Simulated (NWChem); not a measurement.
Molecule: KOH; SMILES [OH][K]

```xyz
3

K     -0.1062    -0.8193     0.0000
O      0.2199     1.3872     0.0000
H      0.3608     2.3416     0.0000
```
Atoms are numbered in this order, from 1.

All runs use the structure optimised with B3LYP/6-31G* (spherical d).

Q: List the 4 lowest vertical singlet excitations from Hartree-Fock/6-31+G* (spherical d), CIS (NWChem).

A: 
```csv
state,energy (eV),oscillator strength,leading excitation (squared amplitude)
S1,5.15,0.030,HOMO−1 → LUMO (0.47)
S2,5.15,0.030,HOMO → LUMO (0.47)
S3,6.23,0.034,HOMO−1 → LUMO+7 (0.41)
S4,6.23,0.000,HOMO−1 → LUMO+6 (0.32)
```
